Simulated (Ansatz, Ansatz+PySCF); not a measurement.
```xyz
4

H     0.0500   -0.0489    0.0889
C     0.3673    0.4928    0.9788
C     1.0389    0.4854    2.0404
O     1.7284    0.6099    2.9564
```

Basis set: def2-SVP (spherical functions). Frozen core: 3 orbitals. Charge 0, multiplicity 2.

Computed with Ansatz (development build ahead of 0.2.0); each method stands on the lowest determinant of its kind that the runs found.

The atomization energy at this shape (free ground-state atoms in the same class of orbitals less the molecule, no zero-point energy) of doublet C2HO:

```tsv
method	atomization energy
UHF-MP2	17.71 eV
UHF	12.34 eV
```

(1) What does PBE0 (unrestricted) give?

Answers

(1) 18.70 eV.
